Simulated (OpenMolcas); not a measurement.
# Li I: RASPT2 settings compared

```yaml
Program: OpenMolcas
Basis: ANO-RCC-VTZP [4s3p2d1f]
Scalar_Hamiltonian: DKH3, point nucleus
Active_space: 1 electron in 9 orbitals (RAS2 2s 2p; RAS3 3d, at most 1 electron)
State_averaging: 2S+1 = 2 even, 1 root; 2S+1 = 2 odd, 3 roots
Spin-orbit_coupling: state interaction with AMFI integrals over the reference wave functions, term energies averaged over their components
```

Methods on the same reference wave functions:
A. RASSCF
B. SS-RASPT2, IPEA 0.2 Eh, imaginary shift 0.5 Eh (closed shells correlated: 1s)
C. SS-RASPT2, IPEA 0.75 Eh, no level shift (closed shells correlated: 1s)

Energies in cm⁻¹ above 2s ²S_1/2, the measured ground level; measured values from NIST Handbook of Basic Atomic Spectroscopic Data.

| Level | A | B | C | Measured |
| --- | --- | --- | --- | --- |
| 2s ²S_1/2 | 0.0 | 0.0 | 0.0 | 0.0 |
| 2p ²P°_1/2 | 14851 | 14870 | 14863 | 14904 |
| 2p ²P°_3/2 | 14851 | 14870 | 14863 | 14904 |

Deviations, from unrounded energies. A percentage is the sum of absolute deviations over the sum of measured energies, with the sign that they share, or ± where signs differ.

| Against measurement | Levels | A | B | C |
| --- | --- | --- | --- | --- |
| mean absolute deviation (cm-1) | 2 | 53 | 34 | 41 |
| other configurations (%) | 2 | -0.4 | -0.2 | -0.3 |

B lies closest to measurement on these levels and A furthest from it. The largest miss of B in the table is 2p ²P°_3/2, by -34 cm-1. The ranking rests on the paired levels alone, and a cruder setting can come out closer through cancelling errors.

Between B and C the level of the table that moves most is 2p ²P°_3/2, by 7.1 cm-1 (lowest in C, highest in B).

The lowest spin-free term lies below A's lowest term by 0.031 hartree in B, 0.031 hartree in C.

With one active electron outside closed inactive shells, the extra shells (3d) add no correlation to the reference. ANO sets are built for ground and valence states and can reach diffuse excited orbitals poorly. With one active electron the reference holds no correlation, so core polarisation is missing (holds for A). With one active electron, CASPT2 adds the correlation within the correlated inactive shells and between them and that electron, and leaves the splitting within a term as the reference gives it (holds for B; C). Measured partners are found by configuration, term and J. A level has none where our copy of the source lacks it or the pairing is in doubt (some pairs that miss far off the trend of their configuration count as doubtful), and it then counts in no deviation. Only configurations of the active space appear.

° marks odd parity.
